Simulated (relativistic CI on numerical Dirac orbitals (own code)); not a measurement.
**Energy levels of Gd60+**

These numbers are calculated, not measured: Dirac-Coulomb-Breit CI, KLI orbitals optimised for each configuration, model QED, unscaled Slater integrals (own radial code, finite nucleus).

Configuration list (outside the closed core 1s2): 2s², 2s2p, 2p², 2p3s, 2p3p, 2s3s, 2s3p, 2s3d, 2s4s, 2s4p, 2s4d, 2s4f, 2s5s, 3s², 2s5p, 2s5d, 2s5f, 2s5g, 3s3p, 3p². Levels of other configurations are missing.

```tsv
No.	Configuration	Term	J	E (eV)	%	Landé g	Lifetime (s)
1	2s²	¹S	0	0.0	98		
2	2s2p	³P°	0	134.9	100		
3	2s2p	³P°	1	164.0	72	1.325	2.83e-10
4	2p²	³P	0	386.6	69		1.77e-11
5	2s2p	³P°	2	905.8	100	1.471	4.93e-10
6	2s2p	¹P°	1	982.9	72	1.114	3.43e-13
7	2p²	³P	1	1121.1	100	1.476	4.50e-13
8	2p²	¹D	2	1138.6	64	1.148	5.09e-13
9	2p²	³P	2	1902.7	64	1.296	2.46e-13
10	2p²	¹S	0	1960.9	69		2.05e-13
11	2s3s	³S	1	7889.8	100	1.975	5.87e-15
12	2s3s	¹S	0	7917.2	99		8.55e-15
13	2s3p	³P°	0	7954.6	100		6.59e-13
14	2s3p	³P°	1	7955.4	67	1.310	4.08e-15
15	2p3s	³P°	0	8059.7	100		8.95e-15
16	2p3s	³P°	1	8060.0	65	1.312	7.26e-15
17	2p3p	³D	1	8098.6	73	0.637	2.02e-15
18	2p3p	³P	0	8143.0	68		2.51e-15
19	2s3p	³P°	2	8181.8	100	1.483	5.75e-13
20	2s3p	¹P°	1	8189.9	67	1.159	2.54e-15
21	2s3d	³D	1	8211.8	99	0.498	1.12e-15
22	2s3d	³D	2	8216.0	74	1.106	9.56e-16
23	2s3d	³D	3	8274.6	100	1.318	1.06e-15
24	2s3d	¹D	2	8288.4	72	1.039	1.15e-15
25	2p3p	³P	1	8344.3	48	1.489	3.63e-15
26	2p3p	³D	2	8347.5	51	1.148	3.29e-15
27	2p3s	³P°	2	8841.2	100	1.476	1.02e-14
28	2p3s	¹P°	1	8850.1	67	1.132	5.80e-15
29	2p3p	³P	1	8898.5	52	1.454	2.69e-15
30	2p3p	³D	2	8900.4	47	1.150	2.65e-15
31	2p3p	³D	3	9111.9	100	1.314	3.63e-15
32	2p3p	¹P	1	9112.6	54	1.335	3.47e-15
33	2p3p	³P	2	9139.0	65	1.304	3.28e-15
34	2p3p	¹S	0	9163.0	68		3.27e-15
35	2s4s	³S	1	10597.7	100	1.979	9.92e-15
36	2s4s	¹S	0	10607.7	100		9.93e-15
37	2s4p	³P°	0	10623.0	100		1.74e-14
38	2s4p	³P°	1	10623.5	68	1.317	6.22e-15
39	2s4p	³P°	2	10717.9	100	1.487	2.39e-14
40	2s4p	¹P°	1	10720.0	68	1.161	4.39e-15
41	2s4d	³D	1	10729.8	100	0.500	2.29e-15
42	2s4d	³D	2	10731.7	71	1.104	2.29e-15
43	2s4d	³D	3	10757.0	100	1.322	2.49e-15
44	2s4d	¹D	2	10762.2	71	1.047	2.49e-15
45	2s4f	³F°	2	10764.8	100	0.665	4.98e-15
46	2s4f	³F°	3	10764.8	62	1.040	5.00e-15
47	2s4f	³F°	4	10777.6	100	1.240	5.10e-15
48	2s4f	¹F°	3	10778.8	62	1.030	5.14e-15
49	2s5s	³S	1	11827.8	100	1.981	1.56e-14
50	2s5s	¹S	0	11832.4	100		1.59e-14
51	2s5p	³P°	0	11840.4	100		2.19e-14
52	2s5p	³P°	1	11840.7	68	1.318	1.01e-14
53	2s5p	³P°	2	11888.7	100	1.489	2.89e-14
54	2s5p	¹P°	1	11889.7	68	1.165	7.48e-15
55	2s5d	³D	1	11894.7	100	0.503	4.40e-15
56	2s5d	³D	2	11895.6	70	1.104	4.39e-15
57	2s5d	³D	3	11908.7	100	1.324	4.82e-15
58	2s5d	¹D	2	11911.0	70	1.052	4.77e-15
59	2s5f	³F°	2	11912.3	100	0.667	9.51e-15
60	2s5f	³F°	3	11912.4	63	1.043	9.54e-15
61	2s5f	³F°	4	11919.0	100	1.242	9.77e-15
62	2s5f	¹F°	3	11919.7	63	1.031	9.81e-15
63	2s5g	³G	4	11919.7	56	1.020	1.66e-14
64	2s5g	³G	3	11919.8	100	0.750	1.66e-14
65	2s5g	³G	5	11923.7	100	1.193	1.68e-14
66	2s5g	¹G	4	11923.9	56	1.021	1.68e-14
```

Energies count from the lowest computed level; ° marks odd parity; lifetimes are radiative, by E1, M1, E2, M2 decay to levels of this space only; some are left blank where a channel outside the calculation adds to the decay or the decay crosses a small, uncertain gap.

The mean weight of the leading LS term, summed over parents, in these 66 levels is 81 %, and that of the leading jj configuration (from the same eigenvectors) 99 %, so jj coupling describes them better and the LS labels are nominal.

At this charge energies of transitions that change n are usually good to better than 1 %, and those within a shell (Δn = 0) to a few per cent.

LS names give the leading component of a level, which can be under half, so a name can repeat, a term be missing and a line seem to break the LS rules.
